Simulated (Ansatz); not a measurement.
Relaxation of BrCl2FH2OZr (8 atoms, charge 0, multiplicity 1), to a largest force component of 0.03 eV/Å in at most 50 steps.

All numbers below come from RKS BLYP/def2-SVP in Ansatz 0.2.0.

```xyz
8
Properties=species:S:1:pos:R:3
Zr -0.630 -0.262 -0.500
F 0.137 0.946 2.331
O 1.149 -0.823 -0.138
H 2.081 -0.968 0.092
Cl -0.735 2.025 -1.094
Cl -1.243 -1.442 -2.444
Br -2.429 -0.983 1.341
H -0.618 0.555 2.718
```

**Question.** Where does it end, and by what steps?

**Answer.** The run converged. After 8 steps the energy has fallen by 0.250 eV; H8 moved furthest, 0.48 Å. Joined: Zr1–F2 (3.17 → 2.45 Å).

| step | energy less start (eV) | largest force component (eV/Å) | accepted |
| --- | --- | --- | --- |
| 0 | 0.0000 | 0.776 | yes |
| 1 | -0.0957 | 0.545 | yes |
| 2 | -0.1936 | 0.281 | yes |
| 3 | -0.2189 | 0.480 | yes |
| 4 | -0.2436 | 0.150 | yes |
| 5 | -0.2390 | 0.373 | no |
| 6 | -0.2480 | 0.053 | yes |
| 7 | -0.2493 | 0.071 | yes |
| 8 | -0.2500 | 0.023 | yes |

```xyz
8
Properties=species:S:1:pos:R:3
Zr -0.519 -0.141 -0.245
F -0.110 0.888 1.940
O 1.254 -0.809 -0.049
H 2.188 -1.072 -0.029
Cl -0.615 2.109 -1.001
Cl -1.314 -1.326 -2.136
Br -2.307 -1.011 1.496
H -0.864 0.410 2.330
```

Whether the end is a true minimum wasn't checked by a vibrational analysis.

Time of the run: 25 s on 4 threads of Arm Neoverse V2, on a shared host, peak memory 0.22 GiB.
